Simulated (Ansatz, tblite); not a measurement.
Adding an electron: the cluster Tl₂F⁺ (the lowest singlet isomer of a short search). The state is a singlet with charge 1. Geometry: PBE-D4/def2-TZVP. Ansatz, gas phase; energy differences of separate SCF runs; the reduced species was run as a doublet alone.

Cartesian coordinates in Å:
```
Tl 0.2827 -1.2590 1.9211
Tl -0.2821 1.2593 -1.9211
F -0.0006 -0.0002 -0.0001
```

In the def2 sets Tl takes a core potential; there is no spin–orbit coupling. The xTB rows come from tblite. HOMO above LUMO, or a gap near zero within one spin, warns that the state may not be the lowest or that an electron is smeared out. The structure comes from a short search, and lower isomers may exist.

| level | −HOMO (eV) | −LUMO (eV) | vertical EA (eV) | HOMO–LUMO gap (eV) | remarks |
| --- | --- | --- | --- | --- | --- |
| GFN1-xTB | 14.30 | 8.70 | 6.54 | 5.60 | – |
| GFN2-xTB | 15.25 | 5.35 | 4.39 | 9.90 | – |
| PBE-D4/def2-TZVP | 11.60 | 6.23 | 4.21 | 5.37 | gap within one spin near zero (doublet) |
| r2SCAN-D4/def2-TZVP | 11.86 | 5.88 | 4.20 | 5.98 | gap within one spin near zero (doublet) |
| PBE0-D4/def2-TZVP | 12.71 | 5.46 | 4.05 | 7.25 | – |

  Raw xTB energy differences between charge states are shifted by several eV; the methods need an empirical correction for them.
